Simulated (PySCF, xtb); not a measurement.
C₄H₉FSi, SMILES FC1([SiH3])CCC1.

Harmonic wavenumbers (cm⁻¹) from xtb with GFN2-xTB at its own minimum, in rising order: 101, 103, 207, 213, 350, 383, 514, 548, 561, 695, 762, 766, 777, 826, 832, 918, 1013, 1027, 1030, 1084, 1118, 1162, 1182, 1212, 1237, 1256, 1260, 1467, 1470, 1489, 2266, 2295, 2300, 2995, 2999, 3008, 3014, 3020, 3022.

**Question.** What does PBE0-D3(BJ)/def2-SVP run with PySCF give at its own minimum? (Estimate from the structure and the level; the computed values follow.)

**Answer.** 147, 155, 190, 222, 353, 385, 545, 606, 639, 675, 802, 812, 909, 933, 939, 940, 957, 994, 1026, 1093, 1150, 1176, 1201, 1238, 1263, 1274, 1291, 1442, 1455, 1484, 2226, 2244, 2250, 3075, 3078, 3096, 3141, 3144, 3163. Paired by order, the mean absolute difference is 48 cm⁻¹ and the zero-point energies are 72.2 and 73.9 kcal/mol.
